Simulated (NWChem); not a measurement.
System: CH6SSiTe; SMILES [Te](SC)[SiH3]

Output (shortened):

```
             Northwest Computational Chemistry Package (NWChem) 7.3.0
             --------------------------------------------------------

 C1  symmetry detected

                             Geometry "geometry" -> ""
                             -------------------------

 Output coordinates in angstroms (scale by  1.889725989 to convert to a.u.)

  No.       Tag          Charge          X              Y              Z
 ---- ---------------- ---------- -------------- -------------- --------------
    1 Te                  52.0000     0.71379589    -0.48417051    -0.04001974
    2 S                   16.0000    -0.13586686     1.70507898     0.66148167
    3 C                    6.0000    -0.61836427     2.46800650    -0.92902961
    4 H                    1.0000     0.25342820     2.61059470    -1.59551132
    5 H                    1.0000    -1.03784047     3.46036848    -0.66382027
    6 H                    1.0000    -1.39897309     1.87523821    -1.44420743
    7 Si                  14.0000    -1.62737770    -1.42840742     0.04482665
    8 H                    1.0000    -2.52433667    -0.60666534    -0.83947439
    9 H                    1.0000    -2.15408951    -1.40843986     1.45088946
   10 H                    1.0000    -1.58823156    -2.84582876    -0.46395174

 Effective nuclear repulsion energy (a.u.)     550.1541498973

                                 NWChem DFT Module
                                 -----------------

 Summary of "ao basis" -> "ao basis" (spherical)
 ------------------------------------------------------------------------------
       Tag                 Description            Shells   Functions and Types
 ---------------- ------------------------------  ------  ---------------------
 Te                        def2-tzvp                16       50   6s5p3d2f
 S                         def2-tzvp                13       37   5s5p2d1f
 C                         def2-tzvp                11       31   5s3p2d1f
 H                         def2-tzvp                 4        6   3s1p
 Si                        def2-tzvp                13       37   5s5p2d1f

            General Information
            -------------------
          SCF calculation type: DFT
          Wavefunction type:  closed shell.
          No. of atoms     :    10
          No. of electrons :    66
           Alpha electrons :    33
            Beta electrons :    33
          Charge           :     0
          Spin multiplicity:     1
          Use of symmetry is: off; symmetry adaption is: off
          Maximum number of iterations: 150
          AO basis - number of functions:   191
                     number of shells:    77
          Convergence on energy requested:  1.00D-06
          Convergence on density requested:  1.00D-05
          Convergence on gradient requested:  5.00D-04

              XC Information
              --------------
                  TPSS metaGGA Exchange Functional  1.000
             TPSS03 metaGGA Correlation Functional  1.000

             Grid Information
             ----------------
          Grid used for XC integration:  medium
          Radial quadrature: Mura-Knowles
          Angular quadrature: Lebedev.
          Tag              B.-S. Rad. Rad. Pts. Rad. Cut. Ang. Pts.
          ---              ---------- --------- --------- ---------
          Te                  1.40      123          12.0       590
          S                   1.00       88          13.0       590
          C                   0.70       49          13.0       434
          H                   0.35       45          14.0       434
          Si                  1.10       88          13.0       590
          Grid pruning is: on
          Number of quadrature shells:   618
          Spatial weights used:  Erf1

      Superposition of Atomic Density Guess
      -------------------------------------

 Sum of atomic energies:       -1038.25334926

      Non-variational initial energy
      ------------------------------

 Total energy =    -995.179710
 1-e energy   =   -2107.479871
 2-e energy   =     792.688658
 HOMO         =      -0.246905
 LUMO         =      -0.057751

------------------------------------------------------------
EAF file 0: "./job.aoints.0" size=566231040 bytes
------------------------------------------------------------
               write      read    awrite     aread      wait
               -----      ----    ------     -----      ----
     calls:     1080         0         0         0         0
   data(b): 5.66e+08  0.00e+00  0.00e+00  0.00e+00
   time(s): 0.00e+00  0.00e+00  0.00e+00  0.00e+00  0.00e+00
rate(mb/s): 0.00e+00  0.00e+00
------------------------------------------------------------

     ---------------------------------------------
      Total Density - Mulliken Population Analysis
     ---------------------------------------------

    Atom       Charge   Shell Charges
 -----------   ------   -------------------------------------------------------
    1 Te  24    24.02   0.28 -0.84  1.56  1.00  1.07  0.81 -0.51  6.46  1.04  2.25  0.80  9.08  0.91  0.09  0.01  0.00
    2 S   16    16.21   2.01  0.49  1.48  1.08  0.79  4.18  1.69  0.86  2.32  1.21  0.02  0.07  0.01
    3 C    6     6.42   0.86  1.12  0.54  0.69  0.10  1.17  1.43  0.44  0.01  0.05  0.00
    4 H    1     0.83   0.24  0.44  0.13  0.02
    5 H    1     0.83   0.24  0.44  0.14  0.02
    6 H    1     0.83   0.24  0.44  0.13  0.02
    7 Si  14    13.74   2.00  0.59  1.39  0.88  0.49  4.11  1.73  0.48  1.34  0.55  0.07  0.10  0.01
    8 H    1     1.04   0.22  0.54  0.27  0.01
    9 H    1     1.04   0.22  0.54  0.27  0.01
   10 H    1     1.04   0.22  0.54  0.27  0.01

   convergence    iter        energy       DeltaE   RMS-Dens  Diis-err
 ---------------- ----- ----------------- --------- --------- ---------
 d= 0,ls=0.0,diis     1   -997.3999184743 -1.32D+03  5.10D-03  7.39D-01
 d= 0,ls=0.0,diis     2   -997.4202253893 -2.03D-02  3.31D-03  2.04D-01
 d= 0,ls=0.0,diis     3   -997.4240415057 -3.82D-03  1.57D-03  2.00D-01
 d= 0,ls=0.0,diis     4   -997.4491723528 -2.51D-02  3.82D-04  6.84D-03
 d= 0,ls=0.0,diis     5   -997.4498455369 -6.73D-04  1.70D-04  1.00D-03
  Resetting Diis
 d= 0,ls=0.0,diis     6   -997.4499693499 -1.24D-04  5.88D-05  1.26D-04
 d= 0,ls=0.0,diis     7   -997.4499890468 -1.97D-05  4.03D-05  1.06D-05
 d= 0,ls=0.0,diis     8   -997.4499844601  4.59D-06  2.83D-05  3.98D-05
 d= 0,ls=0.0,diis     9   -997.4499905606 -6.10D-06  3.36D-06  4.95D-07
 d= 0,ls=0.0,diis    10   -997.4499906235 -6.29D-08  9.08D-07  5.75D-08

         Total DFT energy =     -997.449990623537
      One electron energy =    -2110.815927952485
           Coulomb energy =      868.729096268562
    Exchange-Corr. energy =      -74.974662226416
 Nuclear repulsion energy =      319.611503286803

 Numeric. integr. density =       65.999991756177

                       DFT Final Molecular Orbital Analysis
                       ------------------------------------

 Vector   31  Occ=2.000000D+00  E=-2.791677D-01
              MO Center=  5.6D-02,  6.5D-01,  2.1D-01, r^2= 4.6D+00
   Bfn.  Coefficient  Atom+Function         Bfn.  Coefficient  Atom+Function
  ----- ------------  ---------------      ----- ------------  ---------------
    16      0.257810   1 Te px               66      0.258306   2 S  py
    67      0.226646   2 S  pz               10     -0.222580   1 Te px
    13      0.181980   1 Te px               17     -0.182281   1 Te py
    11      0.167079   1 Te py               70      0.160583   2 S  pz
     6      0.156023   1 Te s                14     -0.141766   1 Te py

 Vector   32  Occ=2.000000D+00  E=-2.109053D-01
              MO Center= -8.4D-02,  1.1D+00,  3.7D-01, r^2= 3.7D+00
   Bfn.  Coefficient  Atom+Function         Bfn.  Coefficient  Atom+Function
  ----- ------------  ---------------      ----- ------------  ---------------
    65      0.421839   2 S  px               68      0.310750   2 S  px
    62      0.193799   2 S  px               66      0.172143   2 S  py
    56     -0.158146   2 S  px               18     -0.152587   1 Te pz
    16     -0.145590   1 Te px               69      0.145182   2 S  py
    10      0.129241   1 Te px              151      0.122578   7 Si px

 Vector   33  Occ=2.000000D+00  E=-2.058675D-01
              MO Center=  3.9D-01, -2.0D-01,  1.7D-02, r^2= 3.5D+00
   Bfn.  Coefficient  Atom+Function         Bfn.  Coefficient  Atom+Function
  ----- ------------  ---------------      ----- ------------  ---------------
    18      0.481822   1 Te pz               12     -0.379880   1 Te pz
    15      0.311858   1 Te pz               21      0.244058   1 Te pz
    65      0.151260   2 S  px               17     -0.121850   1 Te py
    68      0.117978   2 S  px               11      0.090009   1 Te py
    67     -0.082616   2 S  pz               70     -0.073735   2 S  pz

 Vector   34  Occ=0.000000D+00  E=-9.660134D-02
              MO Center=  3.2D-01,  1.7D-01,  1.4D-01, r^2= 4.8D+00
   Bfn.  Coefficient  Atom+Function         Bfn.  Coefficient  Atom+Function
  ----- ------------  ---------------      ----- ------------  ---------------
    20      0.433306   1 Te py               17      0.414857   1 Te py
    69      0.402341   2 S  py               66      0.316655   2 S  py
    11     -0.293830   1 Te py               55     -0.270747   2 S  s
    92     -0.267576   3 C  s                14      0.249900   1 Te py
     6      0.215492   1 Te s                68     -0.172906   2 S  px

 Vector   35  Occ=0.000000D+00  E=-4.355092D-02
              MO Center= -5.0D-01, -8.6D-01,  1.9D-02, r^2= 6.5D+00
   Bfn.  Coefficient  Atom+Function         Bfn.  Coefficient  Atom+Function
  ----- ------------  ---------------      ----- ------------  ---------------
   141      0.798536   7 Si s                 6     -0.676680   1 Te s
   154      0.674635   7 Si px               19      0.635303   1 Te px
    16      0.380486   1 Te px              155      0.369007   7 Si py
   151      0.302920   7 Si px              140      0.240915   7 Si s
    10     -0.233145   1 Te px                2     -0.207729   1 Te s

 Vector   36  Occ=0.000000D+00  E=-3.881418D-03
              MO Center= -6.3D-01,  8.7D-01, -1.5D-01, r^2= 7.3D+00
   Bfn.  Coefficient  Atom+Function         Bfn.  Coefficient  Atom+Function
  ----- ------------  ---------------      ----- ------------  ---------------
    92      1.720661   3 C  s               156     -0.682086   7 Si pz
    55     -0.648591   2 S  s               121     -0.624505   4 H  s
   133     -0.616733   6 H  s               182      0.534396   9 H  s
   127     -0.530243   5 H  s                70      0.514434   2 S  pz
   176     -0.497866   8 H  s                69     -0.394115   2 S  py

------------------------------------------------------------
EAF file 0: "./job.aoints.0" size=942145536 bytes
------------------------------------------------------------
               write      read    awrite     aread      wait
               -----      ----    ------     -----      ----
     calls:     1797         9         0     16164     16164
   data(b): 9.42e+08  4.72e+06  0.00e+00  8.47e+09
   time(s): 0.00e+00  0.00e+00  0.00e+00  0.00e+00  0.00e+00
rate(mb/s): 0.00e+00  0.00e+00
------------------------------------------------------------

     ---------------------------------------------
      Total Density - Mulliken Population Analysis
     ---------------------------------------------

    Atom       Charge   Shell Charges
 -----------   ------   -------------------------------------------------------
    1 Te  24    23.97   0.29 -0.86  1.61  0.97  1.18  0.72 -0.51  6.46  1.14  2.19  0.65  9.01  0.98  0.13  0.02  0.00
    2 S   16    16.18   2.01  0.48  1.48  1.11  0.81  4.18  1.66  0.92  2.32  1.08  0.03  0.10  0.01
    3 C    6     6.31   0.86  1.12  0.52  0.70  0.04  1.28  1.34  0.39  0.01  0.05  0.00
    4 H    1     0.86   0.27  0.47  0.10  0.02
    5 H    1     0.86   0.27  0.47  0.11  0.02
    6 H    1     0.86   0.27  0.47  0.10  0.02
    7 Si  14    13.91   2.00  0.57  1.39  0.91  0.46  4.13  1.69  0.57  1.50  0.42  0.10  0.15  0.02
    8 H    1     1.02   0.24  0.57  0.20  0.01
    9 H    1     1.01   0.24  0.57  0.19  0.01
   10 H    1     1.02   0.24  0.57  0.21  0.01

     -------------------------------------------
      Total Density - Lowdin Population Analysis
     -------------------------------------------

    Atom       Charge   Shell Charges
 -----------   ------   -------------------------------------------------------
    1 Te  24    23.85   0.00  0.02  0.88  1.08  0.88  0.74  0.08  5.43  1.51  1.97  0.98  8.38  1.55  0.31  0.04  0.00
    2 S   16    15.81   1.99  0.84  1.13  0.85  0.64  3.91  1.88  1.04  2.01  1.26  0.02  0.21  0.03
    3 C    6     6.55   0.91  1.04  0.40  0.39  0.20  1.11  1.46  0.72  0.02  0.27  0.02
    4 H    1     0.89   0.26  0.41  0.17  0.06
    5 H    1     0.88   0.25  0.40  0.17  0.06
    6 H    1     0.89   0.26  0.41  0.17  0.06
    7 Si  14    14.00   2.00  0.84  1.10  0.60  0.39  3.85  1.88  0.70  1.30  0.80  0.09  0.40  0.06
    8 H    1     1.04   0.24  0.48  0.29  0.02
    9 H    1     1.04   0.24  0.48  0.29  0.03
   10 H    1     1.04   0.24  0.48  0.29  0.02

     Multipole analysis of the density
     ---------------------------------

     L   x y z        total         alpha         beta         nuclear
     -   - - -        -----         -----         ----         -------
     0   0 0 0     -0.000000    -33.000000    -33.000000     66.000000

     1   1 0 0     -0.218942     18.774830     18.774830    -37.768602
     1   0 1 0      0.061952    -12.778318    -12.778318     25.618588
     1   0 0 1     -0.517678     -1.317608     -1.317608      2.117537

     2   2 0 0    -45.413452   -145.065760   -145.065760    244.718068
     2   1 1 0     -0.978542    -27.126036    -27.126036     53.273530
     2   1 0 1      0.074327     -4.136784     -4.136784      8.347895
     2   0 2 0    -42.847378   -289.272047   -289.272047    535.696717
     2   0 1 1     -1.764886      8.985944      8.985944    -19.736773
     2   0 0 2    -47.147159    -59.896966    -59.896966     72.646773
```

Level: TPSS/def2-TZVP with def2 effective core potentials on Te. Structure relaxed at the PBE-D3(BJ)/def2-SVP level. No frequency run checked for a minimum. def2 effective core potentials on Te; no spin-orbit coupling.

Q: Write an input that gives this output.

A: This is not unique; one that fits is the input that was run:
```
start job
memory heap 200 mb stack 900 mb global 1100 mb
geometry units angstroms noautoz
  Te     0.807141    -0.436078    -0.006473
  S     -0.261596     1.660893     0.677163
  C     -0.796921     2.369226    -0.921674
  H      0.064841     2.595099    -1.578103
  H     -1.314883     3.316273    -0.664972
  H     -1.509262     1.701606    -1.444155
  Si    -1.431072    -1.605132     0.053455
  H     -2.393296    -0.877307    -0.844420
  H     -1.974486    -1.633720     1.452998
  H     -1.246915    -3.013034    -0.449903
end
basis spherical
  * library def2-tzvp
end
ecp
  Te library def2-ecp
end
dft
  xc xtpss03 ctpss03
  iterations 150
  semidirect filesize 400000000
  mulliken
end
task dft energy
```
